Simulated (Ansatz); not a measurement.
Two isomers of C2H7BSi: A = `BC1C[SiH2]1`, B = `B/C=C/[SiH3]`.

Computed with Ansatz on PBE0-D4/def2-TZVP structures; ΔE is electronic, products minus reactants. CBS: MP2 limit from def2 TZ/QZ plus the TZ coupled-cluster correction, frozen cores. Functionals use def2-TZVPP. B3LYP here is the variant with VWN-RPA as its local correlation; programs differ in this.

**Question.** Which is lower in electronic energy at CCSD(T)/CBS, and by how much? (An estimate is asked.)

**Answer.** The calculation gave: A, by 10.5 kJ/mol.

**Question.** Give E(B) − E(A) in kJ/mol with HF/def2-TZVPP, B3LYP-D4, BLYP-D4, PBE0-D4, CCSD/def2-TZVPP, B3LYP, MP2/def2-TZVPP. (Best estimate.)

**Answer.** Ansatz gave: HF/def2-TZVPP -47.5, B3LYP-D4 -2.0, BLYP-D4 -5.0, PBE0-D4 31.9, CCSD/def2-TZVPP 2.2, B3LYP -5.1, MP2/def2-TZVPP 23.0. The order is the other way round with HF/def2-TZVPP, B3LYP-D4, BLYP-D4, B3LYP.

**Question.** Does the order hold for the free energy at 298.15 K (harmonic terms from PBE0-D4)? (Best estimate.)

**Answer.** The calculation gave: No: G(B) − G(A) = -4.2 kJ/mol.

Largest T1 diagnostic: 0.012.

The D4 term adds +3.1 kJ/mol with B3LYP and +1.4 kJ/mol with PBE0; it sums over pairs of atoms, weighted by their polarisabilities, and B3LYP, whose exchange is more repulsive, gets the larger term. At CCSD(T), def2-SVP lies −10.6 kJ/mol from the extrapolated value and def2-TZVPP −2.3 kJ/mol.
